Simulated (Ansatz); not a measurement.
Reaction (ligand exchange at the Si–C bond): `CC[SiH2][SiH3]` + `OBO` → `OBO[SiH2][SiH3]` + `CC`

Isolated molecules relaxed with PBE0-D4/def2-TZVP in Ansatz; ΔE leaves out vibrations. CCSD(T)/CBS is the MP2 limit (def2-TZVPP, def2-QZVPP) plus CCSD(T) − MP2 in def2-TZVPP, frozen cores. This one scheme is used for every species. Functionals use def2-TZVPP. One conformer a species, not always the lowest.

```tsv
level	ΔE (eV)
PBE	-0.84
HF/CBS(def2)	-1.18
```

(1) What does CCSD(T)/CBS give? (Estimate.)

Largest T1 diagnostic among the species: 0.013.

Results:

(1) Ansatz gave: -0.94 eV. The listed levels differ from it by 0.10, -0.24 eV.

In def2-TZVPP, CCSD(T) changes the Hartree–Fock value by +0.22 eV (the triples alone add +0.03 eV) and MP2 by +0.22 eV. From PBE to PBE0 (25 % exact exchange), in def2-TZVPP and without D4, ΔE moves by −0.04 eV. The D4 term adds +0.03 eV with B3LYP and +0.02 eV with PBE0; it sums over pairs of atoms, weighted by their polarisabilities, and B3LYP, whose exchange is more repulsive, gets the larger term.

B3LYP here is the variant with VWN-RPA as its local correlation; programs differ in this.
